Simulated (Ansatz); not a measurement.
Input file for Ansatz (a quantum-chemistry and plane-wave program): U-B3LYP/cc-pVTZ on GaH3Se (SMILES [GaH2][SeH]), a point of a bond scan (R = 4.996 Å).

Ansatz 0.2 input:
```yaml
crystal:
  periodic: [false, false, false]
  atoms:
    - {symbol: Ga, position_ang: [0.27485932, 0.01121965, -1.15295017]}
    - {symbol: H, position_ang: [-3.17671034, -1.86794080, -4.23764505]}
    - {symbol: H, position_ang: [1.66169621, 0.60371444, -1.55587958]}
    - {symbol: Se, position_ang: [-0.30399105, -0.02839877, 1.11359069]}
    - {symbol: H, position_ang: [0.95711690, 0.59005271, 1.55216865]}
basis:
  gaussian:
    orbitals: cc-pVTZ
hamiltonian:
  xc: {name: B3LYP}
magnetization: {spin_polarized: true, initial_magnetization: 0}
```

**Question.** Give the final energy of this run.

**Answer.** -4328.2730 hartree. Its determinant has ⟨S²⟩ = 1.00, a mixture of spin states.

**Question.** How many basis functions does it have, and what does it roughly cost on one machine?

**Answer.** 128 functions; around 14 core-seconds (rough).
